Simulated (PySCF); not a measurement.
A GIAO shielding run with PySCF 2.14.0 with density-fitted response routines (density fitting, non-relativistic, gas phase) on `[Si](SCC)([SiH3])([SiH3])[SiH3]`, C2H14SSi4:

```
$ OMP_NUM_THREADS=1 python probes_run.py task.json out

{"job": {"kind": "nmr", "xc": "PBE0", "basis": "pcSseg-1"}, "charge": 0, "multiplicity": 1}
C      2.456634    -1.131271    -0.221866
C      2.063259     0.047176    -1.089309
S      0.367420    -0.078496    -1.747864
Si    -0.898374     0.225968     0.031729
Si     0.081203     1.947901     1.292345
Si    -2.946951     0.825078    -0.930347
Si    -1.011851    -1.796671     1.228273
H      2.308179    -2.063558    -0.762461
H      1.860557    -1.160860     0.688724
H      3.507486    -1.050243     0.051197
H      2.142804     0.988217    -0.543114
H      2.694501     0.099931    -1.976620
H     -0.949571     2.509554     2.165106
H      0.651735     3.051867     0.515934
H      1.162678     1.468496     2.161591
H     -3.972887    -0.123970    -0.488477
H     -3.367219     2.143024    -0.443641
H     -2.987483     0.867006    -2.389099
H     -0.161957    -1.762193     2.426930
H     -0.622795    -2.999296     0.489834
H     -2.386290    -1.990715     1.695369
```

Hardware: 1 thread of an Arm Neoverse V2, shared host. The job also computes population analyses, field gradients.

**Question.** How large is the calculation?

**Answer.** 98 electrons, 224 basis functions and 1283 auxiliary functions.

**Question.** How long does it take, and how much memory does it need?

**Answer.** 46 s of wall time, with 12 SCF cycles and 5 response iterations; peak memory 1.1 GiB. Times on a shared host scatter by some tens of per cent.
